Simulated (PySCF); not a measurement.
# How the method changes the shape and vibrations of BClFH2Si anion

Calculated results; nothing here was measured. The program is PySCF 2.14.0, an open-source quantum chemistry code, run on an isolated molecule that a program drew, which may never have been made. The molecule is BClFH2Si anion (charge -1, singlet), drawn as the SMILES string `FB([SiH2-])Cl`.

The geometry was optimised and harmonic frequencies were computed with HF and MP2, all in the aug-cc-pV(D+d)Z basis, for the commonest isotopes, with a restricted reference for singlets and an unrestricted one otherwise, and a frozen core in MP2. Each result is a local minimum of its method.

Geometry at the HF minimum:
```xyz
6
BClFH2Si anion, angstrom
F    -2.8937   -0.8471    0.7408
B    -1.9882   -0.7034   -0.2536
Si   -0.0493   -0.2249   -0.0052
Cl   -2.7348   -1.2819   -1.8462
H    -0.1842    0.8856    1.0268
H     0.2140    0.5834   -1.2621
```

Lengths of the bonds as drawn, in Å (atoms numbered as above):
| bond | HF | MP2 |
|---|---|---|
| F1-B2 | 1.353 | 1.390 |
| B2-Si3 | 2.012 | 1.975 |
| B2-Cl4 | 1.852 | 1.847 |
| Si3-H5 | 1.522 | 1.516 |
| Si3-H6 | 1.517 | 1.513 |

Rotational constants, in GHz:
| constant | HF | MP2 |
|---|---|---|
| A | 6.474 | 6.276 |
| B | 2.598 | 2.672 |
| C | 1.876 | 1.894 |

Harmonic frequencies in cm^-1, each column in rising order, so a row needn't be the same motion in every method:
| rank | HF | MP2 |
|---|---|---|
| 1 | 181 | 177 |
| 2 | 216 | 256 |
| 3 | 320 | 295 |
| 4 | 383 | 354 |
| 5 | 445 | 448 |
| 6 | 631 | 514 |
| 7 | 679 | 628 |
| 8 | 831 | 822 |
| 9 | 1013 | 951 |
| 10 | 1197 | ? |
| 11 | 2063 | 2089 |
| 12 | 2092 | 2107 |

**Estimate the missing MP2 frequency from the HF column.**

A single factor s that minimises the squared misfit of MP2 against s times HF over the other rows is sum(HF x MP2) / sum(HF^2) = 0.9912, with an rms misfit of 46 cm^-1. For rank 10 it gives 0.9912 x 1197 = 1186 cm^-1. The calculation gives 1101 cm^-1, 85 cm^-1 below the estimate. The drawn bonds are on average as long in MP2 as in HF.
